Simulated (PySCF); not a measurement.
Electron correlation in B(2+) (boron, charge +2)

[He] 3d1, 2D determinant (an excited configuration). Calculation: PySCF 2.14, in aug-cc-pwCVTZ; the non-relativistic Hamiltonian (point nucleus). Frozen: nothing; 3 electrons correlated.

| level | correlation energy (mhartree) |
| --- | --- |
| CCSD | -38.36 |
| (T) | 0.00 |
| CCSD(T) | -38.36 |

Diagnostics: T1 = 0.00052, D1 = 0.0012, largest double amplitude 0.010.

The outer electron is Rydberg-like, and this basis confines it to a smaller radius and binds it less than a complete one would.

Cost of the coupled-cluster step: roughly 2.9 core-seconds, for 3 correlated electrons.

Iterations:

```
CC2 = 0
CCSD nocc = (np.int64(2), np.int64(1)), nmo = (59, 59)
frozen orbitals [[], []]
max_cycle = 100
direct = 0
conv_tol = 1e-08
conv_tol_normt = 1e-06
diis_space = 8
diis_start_cycle = 0
Init t2, MP2 energy = -0.0355250644252594
Init E_corr(UCCSD) = -0.0355250644252842
cycle = 1  E_corr(UCCSD) = -0.0381093850387907  dE = -0.00258432061  norm(t1,t2) = 0.00270387
cycle = 2  E_corr(UCCSD) = -0.0383346852887086  dE = -0.00022530025  norm(t1,t2) = 0.000429475
cycle = 3  E_corr(UCCSD) = -0.0383641322785562  dE = -2.94469898e-05  norm(t1,t2) = 0.000147174
cycle = 4  E_corr(UCCSD) = -0.0383587892728055  dE = 5.34300575e-06  norm(t1,t2) = 3.32917e-05
cycle = 5  E_corr(UCCSD) = -0.0383590296886897  dE = -2.40415884e-07  norm(t1,t2) = 1.21859e-06
cycle = 6  E_corr(UCCSD) = -0.038359028559548  dE = 1.12914173e-09  norm(t1,t2) = 5.74712e-08
UCCSD converged
E(UCCSD) = -22.52229748192605  E_corr = -0.03835902855954799
UCCSD(T) correction = -2.29618136820004e-06
```
